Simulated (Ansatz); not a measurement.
Molecule: C2H7GeO (charge 0, doublet). It need not be the lowest isomer of its formula. 
Coordinates optimised at B3LYP-D3(BJ)/def2-TZVP (Ansatz, a quantum-chemistry and plane-wave program):
SMILES: C[CH][O][GeH3]
```xyz
11

C      2.8783     0.1976    -0.4503
C      1.4774    -0.2767    -0.5447
O      0.6015     0.3051     0.3243
Ge    -1.1614    -0.0399     0.1599
H      2.9310     1.2847    -0.5563
H      3.4874    -0.2569    -1.2329
H      3.3350    -0.0516     0.5195
H      1.2562    -1.2944    -0.8621
H     -1.7799     0.5867     1.4127
H     -1.6686     0.6094    -1.1382
H     -1.3422    -1.5684     0.1148
```
Charge 0, spin multiplicity 2.

Dipole moments at this geometry, in debye (magnitudes).

```
level                program  dipole (D)
-------------------  -------  ----------
revPBE/def2-TZVPD     Ansatz        1.03
B97M-V/def2-TZVPD     Ansatz        1.00
r2SCANh/def2-TZVPD    Ansatz           ?
LC-wPBE/def2-TZVPD    Ansatz        1.21
wB97M-V/def2-TZVPD    Ansatz        1.18
CCSD(T)/aug-cc-pVDZ   Ansatz           ?
```

Task: Some entries are withheld; supply them.

Result: 
- r2SCANh/def2-TZVPD, dipole (D): 1.09
- CCSD(T)/aug-cc-pVDZ, dipole (D): 1.17
